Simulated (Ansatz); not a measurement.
Reaction (ligand exchange at the Si–N bond): `CN[SiH](N)[SiH3]` + CH₃OH → `CO[SiH](N)[SiH3]` + CH₃NH₂

Calculated with Ansatz (gas phase, PBE0-D4/def2-TZVP geometries, no zero-point term in ΔE). CCSD(T)/CBS is the MP2 limit (def2-TZVPP, def2-QZVPP) plus CCSD(T) − MP2 in def2-TZVPP, frozen cores. This one scheme is used for every species. Each species was taken in one conformer, which may not be the lowest.

```json
{"level": "CCSD(T)/def2-TZVPP", "ΔE (kcal/mol)": "-11.4"}
{"level": "MP2/CBS(def2)", "ΔE (kcal/mol)": "-11.1"}
```

Q: What does CCSD(T)/CBS give? (Best estimate.)

A: Ansatz gave: -11.2 kcal/mol. The listed levels differ from it by -0.2, 0.1 kcal/mol.

Largest T1 diagnostic among the species: 0.012.

In def2-TZVPP, CCSD(T) changes the Hartree–Fock value by +1.3 kcal/mol (the triples alone add +0.1 kcal/mol) and MP2 by +1.4 kcal/mol.
